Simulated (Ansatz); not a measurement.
One change: `[NH2][Sn]([NH2])([NH2])[NH2]` becomes `[NH2][SnH]([NH2])[NH2]`.

Ansatz, PBE0-D4/def2-TZVP geometries, multiplicity 1. Each molecule was computed in one conformer, which needn't be the lowest.

Elements past krypton have def2 core potentials.

```csv
property,`[NH2][Sn]([NH2])([NH2])[NH2]`
HOMO–LUMO gap (ωB97M-V/def2-TZVPP) / eV,10.60
HOMO–LUMO gap (PBE/def2-TZVPP) / eV,4.31
size of the dipole moment (ωB97M-V/def2-TZVPP) / D,0.00
LUMO energy (PBE0/def2-TZVPP) / eV,-0.27
"ideal-gas entropy at 298 K and 1 bar (rigid rotor, harmonic PBE0-D4/def2-TZVP) / J/(mol·K)",386
HOMO energy (PBE0/def2-TZVPP) / eV,-6.90
```

Q: Give the same properties after the change, and the shifts. (An estimate is asked.)

A: Ansatz gave: 
| property | `[NH2][SnH]([NH2])[NH2]` | shift |
| --- | --- | --- |
| HOMO–LUMO gap (ωB97M-V/def2-TZVPP) / eV | 11.13 | 0.53 |
| HOMO–LUMO gap (PBE/def2-TZVPP) / eV | 4.84 | 0.53 |
| size of the dipole moment (ωB97M-V/def2-TZVPP) / D | 1.36 | 1.36 |
| LUMO energy (PBE0/def2-TZVPP) / eV | 0.08 | 0.35 |
| ideal-gas entropy at 298 K and 1 bar (rigid rotor, harmonic PBE0-D4/def2-TZVP) / J/(mol·K) | 367 | -19 |
| HOMO energy (PBE0/def2-TZVPP) / eV | -7.11 | -0.21 |

With PBE0 the HOMO falls by 0.21 eV and the LUMO rises by 0.35 eV, so the gap widens by about 0.56 eV. PBE moves the HOMO by -0.20 eV and ωB97M-V by -0.23 eV. The zero-point energy changes by -49.9 kJ/mol with -6 modes.
